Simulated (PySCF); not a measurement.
# SiBr⁻ at UHF-CCSD

Level: UHF-CCSD. basis Si def2-TZVPPD, Br def2-TZVPPD; no relativity; PySCF 2.14.

```json
{
 "state": "³Σ⁻ (triplet), unpaired electrons π ↑↑",
 "bond length": "2.450 Å",
 "harmonic wavenumber": "275 cm⁻¹",
 "force constant": "0.923 mdyn/Å",
 "rotational constant Be": "0.1360 cm⁻¹",
 "anharmonicity ωexe": "1.58 cm⁻¹",
 "vibration–rotation constant αe": "0.00104 cm⁻¹",
 "well depth De to Si + Br⁻": "1.59 eV",
 "dissociation energy D0": "1.57 eV"
}
```

Correlated steps freeze 14 core orbitals. Spin–orbit coupling is left out. For an ion De counts to the pair picked by the measured ionisation energies or electron affinities, which need not be the lowest pair at this level. The state was picked by a PBE0 search and need not be the measured ground state.
